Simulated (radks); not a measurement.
The scandium ion Sc4+, 17 electrons, occupied as [Ne] 3s2 3p5.

Method: Dirac Kohn-Sham, LDA (Slater exchange, Perdew-Wang correlation), spin-unpolarised, spherical densities, point nucleus; open shells fill j = l - 1/2 first; computed with a radial shooting solver on a logarithmic mesh with Libxc functionals.

Energy parts (hartree):
part                       energy
total                  -757.95908
kinetic                 764.32267
electron-nucleus      -1769.79087
Hartree                 283.07155
exchange-correlation    -35.56243

Orbitals (lengths in bohr, moments of r in powers of bohr):
| orbital | occ. | eigenvalue (hartree) | <1/r> | <r^2> | small-component weight |
|---|---|---|---|---|---|
| 1s1/2 | 2 | -163.2198 | 20.73 | 0.007205 | 5.62e-03 |
| 2s1/2 | 2 | -19.44756 | 4.298 | 0.1402 | 9.61e-04 |
| 2p1/2 | 2 | -16.44443 | 4.235 | 0.1158 | 9.44e-04 |
| 2p3/2 | 4 | -16.27397 | 4.186 | 0.1176 | 9.34e-04 |
| 3s1/2 | 2 | -3.87276 | 1.365 | 1.224 | 2.13e-04 |
| 3p1/2 | 2 | -3.07894 | 1.264 | 1.370 | 1.89e-04 |
| 3p3/2 | 3 | -3.05705 | 1.254 | 1.385 | 1.87e-04 |

The highest occupied level is 3p3/2 at -83.187 eV. Summed over all electrons, <r^2> = 10.34 bohr^2, which gives a Langevin (diamagnetic) susceptibility term of -8.19 x 10^-6 cm^3/mol. For comparison, the ionisation energy in NIST's Atomic Spectra Database is 91.95 eV (semi-empirical). In exact Kohn-Sham theory the highest level is minus the ionisation energy, but local and semilocal functionals leave it too shallow, through self-interaction and a potential that decays too fast; potentials with the right tail come closer. The density falls to 0.001 e/bohr^3 at r = 2.59 bohr.

Beside tabulated values, note that spin-unpolarised runs miss the spin-polarisation part of the exchange energy of open shells.
